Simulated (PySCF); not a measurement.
C2H8Si, SMILES C[SiH2]C. Atoms are numbered in the order given.

```xyz
11

Si     0.0000     0.0000    -0.5500
C      1.5525     0.0000     0.5124
C     -1.5525     0.0000     0.5124
H      0.0000     1.2076    -1.4373
H      0.0000    -1.2076    -1.4373
H      1.5877    -0.8906     1.1608
H      2.4626     0.0000    -0.1083
H      1.5877     0.8906     1.1608
H     -2.4626     0.0000    -0.1083
H     -1.5877    -0.8906     1.1608
H     -1.5877     0.8906     1.1608
```

Geometry: r2SCAN-D4/def2-SVP. The isomer is the one that the SMILES or the coordinates give; other isomers of the formula were not compared.

Two levels are set side by side: PBE/pcSseg-1 (PySCF) and PBE0/pcSseg-1 (PySCF). GIAO shifts against TMS (²⁹Si), TMS (¹H), TMS (¹³C) at the same level; non-relativistic, no solvent, atoms listed together averaged. Differences are taken from unrounded values.

```csv
quantity,PBE0,PBE,PBE minus PBE0
δ(²⁹Si) of Si1 (ppm),-39.4,-41.2,-1.8
"δ(¹³C) of C2, C3 (ppm)",-3.5,-3.6,-0.2
"δ(¹H) of H4, H5 (ppm)",4.41,4.51,0.10
```

Rough cost on one machine, each run with all the roots and properties that it gave: PBE0 against PBE within a factor of 2.
